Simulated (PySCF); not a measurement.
## Spin–spin coupling constants

Geometry:
```json
{"atom": "C1", "x (Å)": "-2.612", "y (Å)": "0.196", "z (Å)": "0.094"}
{"atom": "O2", "x (Å)": "-1.288", "y (Å)": "0.652", "z (Å)": "0.292"}
{"atom": "C3", "x (Å)": "-0.339", "y (Å)": "-0.218", "z (Å)": "-0.095"}
{"atom": "N4", "x (Å)": "-0.581", "y (Å)": "-1.430", "z (Å)": "-0.629"}
{"atom": "N5", "x (Å)": "0.537", "y (Å)": "-2.009", "z (Å)": "-0.884"}
{"atom": "N6", "x (Å)": "1.521", "y (Å)": "-1.194", "z (Å)": "-0.527"}
{"atom": "C7", "x (Å)": "1.036", "y (Å)": "-0.034", "z (Å)": "-0.015"}
{"atom": "C8", "x (Å)": "1.866", "y (Å)": "1.093", "z (Å)": "0.469"}
{"atom": "H9", "x (Å)": "-3.260", "y (Å)": "0.997", "z (Å)": "0.441"}
{"atom": "H10", "x (Å)": "-2.795", "y (Å)": "-0.718", "z (Å)": "0.664"}
{"atom": "H11", "x (Å)": "-2.794", "y (Å)": "-0.011", "z (Å)": "-0.964"}
{"atom": "H12", "x (Å)": "2.485", "y (Å)": "-1.465", "z (Å)": "-0.642"}
{"atom": "H13", "x (Å)": "2.716", "y (Å)": "0.727", "z (Å)": "1.043"}
{"atom": "H14", "x (Å)": "1.259", "y (Å)": "1.738", "z (Å)": "1.098"}
{"atom": "H15", "x (Å)": "2.243", "y (Å)": "1.683", "z (Å)": "-0.367"}
```

Indirect spin–spin couplings were computed at B3LYP/pcJ-1 (spin–dipole term only in couplings to heteroatoms) (PySCF 2.14) on a GFN2-xTB structure, for the isolated molecule, without vibrational or relativistic corrections. Couplings are averaged over pairs made equivalent by symmetry, fast rotation or ring inversion, so a value needn't be that of the named pair in this geometry, while other rotamers aren't included; one pair stands for each set, and the list holds a selection of those of at least 0.8 Hz over up to four bonds, among pairs with at least one C or N or H atom (others weren't computed).

Isotopes: ¹³C, ¹H, ¹⁵N, ¹⁷O. Couplings to quadrupolar nuclei such as 17O and 33S are rarely resolved in practice.

```csv
pair,bonds,J (Hz)
"C1, O2",1,20.2
"C1, H9",1,150.1
"O2, C3",1,?
"C3, N4",1,4.5
"C3, C7",1,97.0
"N4, N5",1,?
"N5, N6",1,?
"N6, C7",1,-16.9
"N6, H12",1,-110.3
"C7, C8",1,?
"C8, H13",1,135.2
"C1, C3",2,?
"O2, C7",2,-15.7
"O2, H9",2,-6.7
"C3, N5",2,4.5
"C3, N6",2,?
"C3, C8",2,3.4
"N4, N6",2,?
"N5, H12",2,-9.0
"C7, H12",2,10.9
"H13, H14",2,-15.6
"C1, N4",3,?
"C3, H9",3,4.4
"C3, H12",3,8.2
"C3, H13",3,3.4
"N6, H13",3,-2.0
```

Problem. Estimate the withheld couplings, with signs.

Solution. 
- ¹J(O2,C3) = 21.3 Hz (bond length 1.345 Å)
- ¹J(N4,N5) = -20.1 Hz (bond length 1.284 Å)
- ¹J(N5,N6) = -17.6 Hz (bond length 1.326 Å)
- ¹J(C7,C8) = 54.2 Hz (bond length 1.481 Å)
- ²J(C1,C3) = -2.0 Hz (angle at O2 114°)
- ²J(C3,N6) = -15.8 Hz (angle at C7 103°)
- ²J(N4,N6) = -0.9 Hz (angle at N5 108°)
- ³J(C1,N4) = -4.1 Hz (dihedral angle 0°)
